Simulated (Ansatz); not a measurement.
Ansatz (a program for electronic structure) input (CCSD(T)/6-31G*):

Ansatz 0.2 input:
```yaml
crystal:
  periodic: [false, false, false]
  atoms:
    - {symbol: C, position_ang: [1.69085264, -0.46144252, -0.53549595]}
    - {symbol: C, position_ang: [0.84940803, 0.22496867, 0.23837609]}
    - {symbol: C, position_ang: [-0.46663568, 0.63470500, -0.25273746]}
    - {symbol: O, position_ang: [-1.55451460, -0.26660527, 0.53497634]}
    - {symbol: H, position_ang: [1.43006190, -0.75902949, -1.54498677]}
    - {symbol: H, position_ang: [2.68197121, -0.72519755, -0.19068164]}
    - {symbol: H, position_ang: [1.13147052, 0.54232096, 1.23510990]}
    - {symbol: H, position_ang: [-0.65591085, 0.42426682, -1.30099558]}
    - {symbol: H, position_ang: [-0.80136117, 1.62178434, 0.05099306]}
    - {symbol: H, position_ang: [-1.31389592, -1.21243209, 0.52772379]}
    - {symbol: H, position_ang: [-2.47796867, -0.14825773, 0.24217057]}
basis:
  gaussian:
    orbitals: 6-31G*
total_charge: 1
magnetization: {spin_polarized: false}
correlation: {method: ccsd_t, electrons: outside_noble_gas}
```

Output:

```
Functional definition: HF
integrals: 0.06 GiB planned
784 factors; integrals over basis functions are off by at most 5.8e-4 eV
mean field: 0.18 GiB planned
mean field evaluation 1: about -5227.1187 eV, gradient 4.1e1 eV
mean field evaluation 2: about -5227.1237 eV, gradient 4.1e1 eV
mean field evaluation 4: about -5230.8299 eV, gradient 3.9e0 eV
mean field evaluation 8: about -5230.8705 eV, gradient 2.1e-4 eV
mean field evaluation 16: about -5230.8683 eV, gradient 1.9e-1 eV
mean field -5230.87045467 eV, -192.2309435980 hartree, gradient 1.3e-6 eV, S^2 0.000000; 0 other end points of the search recorded, 0 dependent functions left out
4 core orbitals not correlated
reference -5230.87045467 eV, -192.2309435980 hartree; 12, 12 occupied and 58, 58 virtual orbitals, 784 factors
second order -15.12682021 eV of doubles, -0.00000000 eV of singles
coupled cluster: 0.21 GiB planned
cycle   1  -15.69727771 eV  change   -5.7e-1 eV  update   8.8e-2
cycle   2  -16.14707268 eV  change   -4.5e-1 eV  update   2.8e-2
cycle   3  -16.24769994 eV  change   -1.0e-1 eV  update   1.3e-2
cycle   4  -16.24742143 eV  change    2.8e-4 eV  update   3.6e-3
cycle   5  -16.24763094 eV  change   -2.1e-4 eV  update   1.3e-3
cycle   6  -16.24761904 eV  change    1.2e-5 eV  update   4.7e-4
cycle   7  -16.24734225 eV  change    2.8e-4 eV  update   1.5e-4
cycle   8  -16.24735266 eV  change   -1.0e-5 eV  update   6.7e-5
cycle   9  -16.24737603 eV  change   -2.3e-5 eV  update   2.0e-5
perturbative correction -0.47621620 eV, -0.0175006226 hartree
Total energy: -5247.59404691 eV, -192.8455242769 hartree
```

It need not be the lowest isomer of its formula.
